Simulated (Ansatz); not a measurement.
A nudged elastic band was laid between two geometries of C2H10B2OSi (16 atoms, charge 0, multiplicity 1).

All numbers below come from RKS PBE/6-31G (Ansatz 0.2.0).

| Item | Value |
| --- | --- |
| movable images | 5 |
| climbing image | yes |
| spring | 5.0 eV/Å² |
| optimiser | quadratic models (default) |
| start path | IDPP |
| force threshold | 0.03 eV/Å |
| iteration limit | 60 |
| end points | relaxed |

Initial state:

```xyz
16
Properties=species:S:1:pos:R:3
C 1.426 -1.016 -1.637
Si 1.300 -0.637 0.262
B -0.546 0.183 0.654
C -1.604 -0.654 1.470
B -0.732 1.762 0.140
O -1.055 2.062 -1.186
H 2.447 -1.343 -1.892
H 1.181 -0.111 -2.217
H 0.719 -1.813 -1.920
H 2.435 0.316 0.620
H 1.562 -1.925 1.038
H -1.504 -1.749 1.364
H -1.373 -0.439 2.541
H -2.656 -0.360 1.313
H -0.520 2.685 0.910
H -1.104 3.018 -1.417
```

Final state:

```xyz
16
Properties=species:S:1:pos:R:3
C 1.035 -0.942 -1.944
Si 1.223 -0.818 -0.016
B -0.424 0.154 0.744
C -1.482 -0.663 1.579
B -0.443 1.804 0.483
O -0.878 2.345 -0.729
H 1.955 -1.355 -2.389
H 0.847 0.058 -2.368
H 0.190 -1.599 -2.209
H 2.518 -0.068 0.275
H 1.405 -2.223 0.549
H -1.093 -0.652 2.625
H -2.492 -0.220 1.617
H -1.556 -1.731 1.307
H -0.012 2.563 1.338
H -0.816 3.325 -0.817
```

**Question.** What changes between the two ends?

**Answer.** No bond is made or broken. The dihedral Si2–B3–C4–H14 goes from -157 to -29°. The two ends are copies of one structure, up to a mirror image or an exchange of like atoms.

**Question.** What energy profile does the band end with?

**Answer.** The run converged. The highest image is number 2 of 0 to 6, 0.009 eV above the ends, which have the same energy within 2 meV. A vibrational analysis at the climbing image gives one clearly imaginary mode, 100i cm⁻¹: a first-order saddle point. Limits of this set-up: no polarisation functions.

```
image  path coordinate (Å)  energy (eV)  dihedral Si2–B3–C4–H14 (°)
    0                 0.00        0.000                        -157
    1                 0.59        0.005                        -138
    2                 1.17        0.009                        -116
    3                 1.80        0.002                         -93
    4                 2.44        0.003                         -71
    5                 3.07        0.004                         -49
    6                 3.70        0.000                         -29
```

**Question.** What is the geometry of the highest image?

**Answer.** 
```xyz
16
Properties=species:S:1:pos:R:3:forces:R:3
C 1.190 -0.963 -1.839 0.00 0.00 0.00
Si 1.293 -0.755 0.088 0.00 0.00 0.00
B -0.429 0.150 0.760 0.00 -0.01 0.00
C -1.503 -0.662 1.583 0.00 0.01 0.01
B -0.551 1.771 0.373 0.00 0.00 0.01
O -0.980 2.198 -0.886 0.00 0.00 0.00
H 2.152 -1.328 -2.234 0.00 0.00 0.00
H 0.949 0.004 -2.309 0.00 0.00 0.00
H 0.403 -1.687 -2.108 0.00 0.00 0.00
H 2.526 0.089 0.394 0.00 0.00 0.00
H 1.541 -2.120 0.720 0.00 0.00 0.00
H -1.227 -1.694 1.856 0.00 0.00 0.00
H -1.774 -0.112 2.508 -0.01 0.00 0.00
H -2.446 -0.698 0.996 0.00 0.00 -0.01
H -0.193 2.612 1.183 0.01 0.00 -0.01
H -0.973 3.171 -1.041 0.00 0.00 0.00
```

**Question.** What are the harmonic wavenumbers there?

**Answer.** 100i, 17, 56, 112, 134, 174, 180, 218, 423, 452, 499, 585, 621, 642, 662, 766, 826, 874, 888, 899, 907, 965, 977, 1085, 1103, 1296, 1322, 1343, 1453, 1466, 1468, 1472, 2057, 2071, 2457, 2941, 2999, 3003, 3066, 3100, 3103, 3544 cm⁻¹.

The band took 6 iterations and of the order of 3 core-minutes.

Time of the run: 3 min on 1 thread of Arm Neoverse V1, with other jobs on the host, peak memory 0.14 GiB.
